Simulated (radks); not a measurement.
Q: The mean radii <r> (bohr) of the occupied orbitals of an atom or ion are listed with their occupations. Method: scalar-relativistic Kohn-Sham, LB94 model potential, spin-polarised, spherical densities, finite nucleus; Fermi nuclear charge, rms radius of each element as measured or else 0.836 A^(1/3) + 0.57 fm; computed with a radial shooting solver on a logarithmic mesh with Libxc functionals.

| orbital | occ. | <r> |
|---|---|---|
| 1s down | 1 | 0.03258 |
| 1s up | 1 | 0.03258 |
| 2s up | 1 | 0.1416 |
| 2s down | 1 | 0.1416 |
| 2p up | 3 | 0.1233 |
| 2p down | 3 | 0.1233 |
| 3s up | 1 | 0.3904 |
| 3s down | 1 | 0.3908 |
| 3p up | 3 | 0.3897 |
| 3p down | 3 | 0.3902 |
| 3d up | 5 | 0.3683 |
| 3d down | 5 | 0.3689 |
| 4s up | 1 | 0.9664 |
| 4s down | 1 | 0.9615 |
| 4p up | 3 | 1.055 |
| 4p down | 3 | 1.049 |
| 4d up | 5 | 1.310 |

Name the element and its charge. Open shells, if any, are filled with parallel spins first.

A: Z = 45, rhodium, charge +4: Rh4+ in [Kr] 4d5. The 1s radius gives Z: for a bare nucleus <r> = (2 gamma + 1)/(2Z) with gamma = sqrt(1 - (Z/c)^2), 0.0321 bohr for Z = 45, and screening makes it slightly larger (0.03258 here). The occupations add up to 41, and the charge is Z minus that.
